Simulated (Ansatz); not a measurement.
Cost and result up the ladder for the cluster Pb4S3 (7 atoms). Total charge 0; singlet. Geometry: r2SCAN-D4/def2-SVP.

```xyz
7

Pb   -1.972   -1.635   -0.184
Pb    0.538    0.155    1.905
Pb    0.895    2.533   -0.938
Pb    0.164   -0.143   -2.137
S     2.139    0.238   -0.291
S    -0.436   -2.254    1.724
S    -1.328    1.106   -0.078
```

Ansatz on 4 threads of Arm Neoverse V1 on a shared host. Times are rough, and most runs start from the orbitals of an earlier one. No level here is sound enough to serve as a yardstick. Binding counts from free atoms at the same level (Pb triplet, S triplet; other spins of the atoms weren't run), without zero-point energy or a counterpoise term.

In the def2 sets Pb takes a core potential; there is no spin–orbit coupling. B3LYP takes the VWN-RPA correlation. HSE06 is defined as in plane-wave codes, on full-range PBE exchange. Correlated methods freeze 31 core orbitals; core or outer-core shells of Pb are correlated, in sets that lack core-valence functions. The rows differ in basis, and correlated rows in double-zeta sets carry the largest basis error. Another isomer (singlet) lies 1.12 eV lower at PBE0-D4/def2-TZVP; other spin states weren't run for this one.

Correlated methods converge slowly with the basis, most of all in double-zeta sets.

```
                         level  functions  binding energy per atom (eV)                        remarks
PBE-D4/def2-TZVP (with forces)        311                          3.14  restricted SCF unstable in HF
            B3LYP-D4/def2-TZVP        311                          2.92  restricted SCF unstable in HF
           r2SCAN-D4/def2-TZVP        311                          2.97  restricted SCF unstable in HF
            HSE06-D4/def2-TZVP        311                          2.96  restricted SCF unstable in HF
              CCSD(T)/def2-SVP        158                          2.47        restricted SCF unstable
             PBE0-D4/def2-TZVP        311                          2.95  restricted SCF unstable in HF
```

Problem. Estimate how long each takes.

Solution. PBE-D4/def2-TZVP (with forces) 8 s; r2SCAN-D4/def2-TZVP 17 s; B3LYP-D4/def2-TZVP 17 s; HSE06-D4/def2-TZVP 17 s; PBE0-D4/def2-TZVP 21 s; CCSD(T)/def2-SVP 91 s. On shared hardware such times vary by a factor of up to 3.
